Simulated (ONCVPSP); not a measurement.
## Which change was made? (O, ONCV)

O (Z = 8), optimised norm-conserving Vanderbilt (ONCV), made with ONCVPSP 4.0.1 (LDA (Perdew-Wang 92), scalar-relativistic). Core [He], reference 2s2 2p3 (charge +1). Waves: 2s: rc 0.95 bohr, ncon 4, nbas 8, qcut 5.4 1/bohr, local; 2p: rc 1.85 bohr, ncon 3, nbas 7, qcut 6.6 1/bohr, 2 projectors, debl 1.5 Ha; d scattering state at 0.22 Ha: rc 1.60 bohr, ncon 4, nbas 8, qcut 5.8 1/bohr, 2 projectors, debl 1.3 Ha. Local part: the s channel. Core correction: none.

Cutoffs, loose and tight: the cutoffs (Ha) at which the residual kinetic energy of the hardest occupied pseudo-wave falls to 1 and 0.1 mHa per electron. They do not see the model core or the augmentation charge, which bear on the density cutoff. Test errors are all-electron minus pseudo excitation energies from the reference, over the configurations 2s2 2p4; 2s2 2p2; 2s2 2p1; 2s2 2p3.5; variants that change the core or the reference have their own tests.

The base gives: outcome: generated; cutoff, loose: 164 Ha; cutoff, tight: 199 Ha; bound ghosts: none; GHOST(+) flags above zero: none; largest test error (meV): +1946.

After one change the result is: outcome: generated; cutoff, loose: 164 Ha; cutoff, tight: 199 Ha; bound ghosts: none; GHOST(+) flags above zero: none; largest test error (meV): +3837. Which change was it?
A. p: rc 1.56
B. p: rc 1.34
C. p: rc 2.7

C. The others give: p: rc 1.56 → outcome: generated; cutoff, loose: 164 Ha; cutoff, tight: 199 Ha; bound ghosts: none; GHOST(+) flags above zero: none; largest test error (meV): +1358 | p: rc 1.34 → outcome: generated; cutoff, loose: 164 Ha; cutoff, tight: 199 Ha; bound ghosts: none; GHOST(+) flags above zero: none; largest test error (meV): +974.
